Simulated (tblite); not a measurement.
Problem. Give a GFN2-xTB geometry of `C/N=C/CN[Si@@H](N)NC`.

Solution. 
```
atom  x, y, z in Å
C1     2.5899    0.6697    1.7137
N2     1.8013    0.1488    0.6408
C3     2.1690    0.2881   -0.5493
C4     1.3871   -0.2393   -1.7137
N5     0.2113   -1.0027   -1.4120
Si6   -1.2721   -0.2441   -0.9315
N7    -2.6765   -1.1911   -1.2707
N8    -1.2988   -0.0138    0.7700
C9    -2.3914    0.5907    1.4903
H10    2.8348   -0.1519    2.3882
H11    1.9841    1.3872    2.2695
H12    3.5167    1.1583    1.3813
H13    3.1041    0.8057   -0.8261
H14    1.0870    0.6194   -2.3234
H15    2.0754   -0.8427   -2.3245
H16    0.4521   -1.8346   -0.8930
H17   -1.3983    0.9341   -1.8017
H18   -2.8007   -1.5273   -2.2108
H19   -2.9178   -1.9171   -0.6162
H20   -0.4000    0.1621    1.1981
H21   -2.3093    1.6829    1.5424
H22   -3.3178    0.3437    0.9779
H23   -2.4350    0.2008    2.5106
```

Orientation and origin are arbitrary. Atoms count from 1 in this order. Of the pairs four or more bonds apart, those above aside, H12···H13 is among the closest relative to their van der Waals radii: 2.27 Å, 95 % of the sum of Bondi's values. N7 (silicon-bound nitrogen) is pyramidal (angles 117.8°, 117.5° and 109.7°, sum 345.1°, 0.27 Å off the plane of its three neighbours). N5 (silicon-bound nitrogen) is pyramidal (angles 121.8°, 115.0° and 110.6°, sum 347.3°, 0.28 Å off the plane of its three neighbours). Si6 (SiH silicon) is distorted tetrahedral (angles from 104.7° to 118.5°).

Bonds between heavy atoms (Å): C1–N2 1.430, N2=C3 1.253, C3–C4 1.498, C4–N5 1.434, N5–Si6 1.734, Si6–N7 1.727, Si6–N8 1.717, N8–C9 1.442.

The geometry is computed with GFN2-xTB (gas phase).

Point group: C1 (no symmetry element, even within 0.4 Å). Its GFN2-xTB frequencies are all real (lowest 29 cm⁻¹). One conformer, not necessarily the lowest (N2–C3–C4–N5 -4°, C3–C4–N5–Si6 78°, C4–N5–Si6–N7 155°, N5–Si6–N7–H -53° and 82°, N5–Si6–N8–C9 180°). 3 starts were optimised and ended at 0.00, 1.26 and 2.40 kcal/mol (GFN2-xTB); the lowest of these is shown.

The run took 1.3 s of wall time on one thread, Arm Neoverse V1 (aarch64), no GPU, shared host with 32 logical CPUs at a one-minute load of 29. This is the geometry optimisation.
